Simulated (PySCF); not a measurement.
Stepwise substitution at one centre (Si NH2-OCH3). All species are isolated molecules in the gas phase. One relaxed conformer stands for each flexible species; it need not be the lowest. Strings in code marks are SMILES.

Level of theory: r2SCAN-D4/def2-TZVP // r2SCAN-D4/def2-SVP (PySCF). All candidates: neutral, multiplicity 1. Excitations are Tamm–Dancoff values on a coarser integration grid. The basis has no diffuse functions, so Rydberg states are missing or too high.

- HOMO: -6.20 eV
- S1 excitation (TDA): 6.89 eV
- T1 excitation (TDA): 6.55 eV

Problem. Say which member has these values.
(A) `CO[Si](N)(N)OC`
(B) `CO[Si](N)(N)N`
(C) `CO[Si](OC)(OC)OC`
(D) `N[Si](N)(N)N`

Solution. A, `CO[Si](N)(N)OC`. The others give `CO[Si](N)(N)N`: -5.68 eV, 6.39 eV, 6.09 eV; `N[Si](N)(N)N`: -5.60 eV, 6.28 eV, 6.04 eV; `CO[Si](OC)(OC)OC`: -6.82 eV, 7.54 eV, 7.30 eV
